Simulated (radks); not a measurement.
The thulium ion Tm+ inside a hard spherical wall (all orbitals vanish at R), configuration held at [Xe] 4f13 6s1 and not refilled when levels cross. All-electron calculation, scalar-relativistic Kohn-Sham, r2SCAN, spin-polarised, spherical densities, finite nucleus; open shells are filled with parallel spins first (spin-orbit coupling, left out, can overturn this in heavy ions); meta-GGA in the generalised Kohn-Sham scheme; Fermi nuclear charge, rms radius 5.2256 fm. Program: a radial shooting solver on a logarithmic mesh with Libxc functionals. Eigenvalues in eV for spin up, with the zero of energy where the potential of the charges vanishes at infinity; a dash marks a level that is unbound or too diffuse for the functional's potential to be trusted. A positive occupied level is held by the wall or, in an anion where self-interaction has pushed it up, behind a barrier. The pressure on the wall is -dE/dV.

R (bohr)  E (hartree)  kinetic (hartree)    e(5s)    e(5p)    e(4f)   e(6s)  e(5d, empty)  e(6p, empty)  pressure (GPa)
free      -13567.1841          14744.359  -61.841  -34.699  -10.082  -9.660        -6.605        -5.693               0
20        -13567.1841          14744.359  -61.841  -34.699  -10.082  -9.660        -6.605        -5.693        < 0.0001
12        -13567.1841          14744.359  -61.840  -34.698  -10.081  -9.659        -6.603        -5.687        0.000236
10        -13567.1840          14744.361  -61.828  -34.687  -10.069  -9.650        -6.591        -5.638         0.00572
8         -13567.1815          14744.384  -61.720  -34.582   -9.963  -9.541        -6.478        -5.277           0.122
6         -13567.1541          14744.549  -61.117  -34.007   -9.362  -8.585        -5.775        -3.140            2.31
4         -13566.8428          14745.910  -58.399  -31.484   -6.392  -0.105        -1.601        10.593            66.9
3.5       -13566.4879          14747.461  -56.338  -29.465   -3.936   7.965         1.918        21.885             202
2.5       -13563.1114          14761.626  -43.217  -14.721   12.025  62.243        24.794        88.475            3140
